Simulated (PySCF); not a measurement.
**How methods differ on the excitation energy of Ni**

Ni [Ar] 3d8 4s2 (3F) → Ni [Ar] 3d8 4s1 4p1 (high-spin determinant), as a difference of total energies. Calculation: PySCF 2.14, in aug-cc-pVDZ (7s6p4d2f, 59 functions); no relativity, point nucleus. Correlated levels: valence: [Ar] frozen. The calculations carry no spin-orbit coupling.

```tsv
method	excitation energy (cm⁻¹)
UHF	16327
MP2 (valence)	24172
SCS-MP2 (valence)	25703
CCSD (valence)	24893
CCSD(T) (valence)	25502
```

The determinant of the upper state mixes LS terms, which raises its energy above the lowest term, most at the Hartree-Fock and MP2 levels.
